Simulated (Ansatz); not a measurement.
Total energies of `C[O][Nb]([F])([F])([F])[N](C)C`.

```xyz
18

C    -0.153   -2.832    1.111
O    -0.540   -1.622    0.536
Nb   -0.959    0.176    0.794
F    -0.053   -0.034    2.449
F    -1.593    1.776    1.566
F    -2.695   -0.067    0.112
N     0.181    0.963   -0.552
C     1.161    0.251   -1.349
C     0.136    2.381   -0.872
H    -1.011   -3.506    1.180
H     0.614   -3.303    0.489
H     0.255   -2.652    2.111
H     2.167    0.645   -1.158
H     1.153   -0.812   -1.117
H     0.944    0.377   -2.416
H    -0.135    2.521   -1.925
H     1.120    2.836   -0.707
H    -0.593    2.900   -0.252
```

Total charge 0; spin multiplicity 1. Correlated methods include outer-core shells of Nb, which these sets cover unevenly. Nb: def2 effective core potential. The structure was optimised at the PBE0-D4/def2-TZVP level. It is one conformer, not always the lowest. Basis def2-TZVPP, Ansatz.

RPA on PBE orbitals: Hartree–Fock energy of these orbitals -603.16511 Eh, correlation -3.38215 Eh (frozen core).

| functional | energy without D4 (Eh) | D4 term (kJ/mol) |
| --- | --- | --- |
| revPBE | -606.59942 | -119.0 |
| B97M-V | -606.61053 | – |

Give the same for LDA (SPW92), PBE, BLYP, r2SCAN, PBE0, B3LYP, r2SCANh, r2SCAN0, HSE06 (plane-wave form), BHLYP, CAM-B3LYP, LC-ωPBE, ωB97X-V, ωB97M-V, B2PLYP, PBE-QIDH. (Estimate.)

Ansatz gave: 
```tsv
functional	energy without D4 (Eh)	D4 term (kJ/mol)
LDA (SPW92)	-602.63559	–
PBE	-606.17091	-39.9
BLYP	-606.60325	-85.2
r2SCAN	-606.51407	-11.0
PBE0	-606.13619	-34.2
B3LYP	-606.76039	-63.0
r2SCANh	-606.45764	-11.6
r2SCAN0	-606.37653	-12.7
HSE06 (plane-wave form)	-606.10976	-31.9
BHLYP	-606.35079	-47.6
CAM-B3LYP	-606.50730	-34.7
LC-ωPBE	-606.42735	–
ωB97X-V	-606.51247	–
ωB97M-V	-606.45193	–
B2PLYP	-606.28862	–
PBE-QIDH	-606.00828	–
```

B3LYP takes the VWN-RPA correlation (the form of Gaussian; ORCA's B3LYP/G). HSE06 is the plane-wave form, built on full-range PBE exchange. The double hybrids freeze the cores in their second-order part.

LC-ωPBE has ω = 0.4 bohr⁻¹.
